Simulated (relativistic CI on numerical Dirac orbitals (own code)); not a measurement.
These numbers are calculated, not measured: Dirac-Coulomb-Breit CI, separate exchange-only KLI orbitals for each configuration, QED by a radiative potential, valence Slater integrals scaled by 0.85, P86 correlation estimate, and configurations built on the next ion tied to the tabulated ionisation energy (semi-empirical) (own radial code, finite nucleus).

Configurations in the expansion (outside the closed core [Ar]): 3d 4s, 3d2, 4s2, 3d 4p, 3d 4d, 3d 5s, 3d 4f, 4s 4p, 4p2, 3d 5p, 4s 5p, 3d 6s, 3d 5d, 4s 6s, 3d 6p, 4s 5d, 4s 6p, 3d 5f, 3d 5g, 4s 5s, 3d 6d, 4s 5f, 4s 5g, 4s 6d. Levels of other configurations are missing.

Configurations that consist of the next ion and one excited electron were tied to the tabulated ionisation energy; Rydberg ones are usually within 1,000 to 3,000 cm⁻¹ and the lowest ones within about 6,000 (9,000 in d shells), while levels on excited terms of the next ion carry the error of that term, and the other configurations can be misplaced by 10,000 cm⁻¹ or more. Rates follow the energies as ν³ (E1, M1) or ν⁵ (E2), so rates, branching and lifetimes can be off by large factors. The fine structure of a lone outer electron comes out too small, for d and f at times inverted, and misplaced configurations move strength between like terms. 25 of the 25 excited levels that our extract of the measured tables holds in this range could be paired (the sources list more); they are missed by 1389 cm⁻¹ on average and 4014 at most, and levels without a partner can miss by more.

Outline of the computed level scheme of Sc II. Lowest level of each configuration: 3d 4s 3D_1 at 0.0000 eV; 3d2 3F_2 at 0.8677 eV; 4s2 1S_0 at 1.4895 eV; 3d 4p 1D°_2 at 3.3424 eV; 4s 4p 3P°_0 at 4.6699 eV; 3d 5s 3D_1 at 7.1683 eV; 3d 4d 1F_3 at 7.3525 eV.

Some strong electric-dipole decays among the lowest 45 levels: 3d 4d 3G_5 → 3d 4p 3F°_4 (4.1e+08 s⁻¹); 3d 4d 3G_4 → 3d 4p 3F°_3 (3.9e+08 s⁻¹); 3d 4d 3G_3 → 3d 4p 3F°_2 (3.8e+08 s⁻¹); 3d 4d 3F_3 → 3d 4p 3D°_2 (3.1e+08 s⁻¹); 3d 4d 1F_3 → 3d 4p 1D°_2 (2.9e+08 s⁻¹); 3d 4d 3F_2 → 3d 4p 3D°_1 (2.8e+08 s⁻¹); 3d 4p 1F°_3 → 3d 4s 1D_2 (2.0e+08 s⁻¹); 3d 4p 3F°_4 → 3d 4s 3D_3 (2.0e+08 s⁻¹).

Rates of lines that live on the mixing of spin multiplicities can be off by large factors.
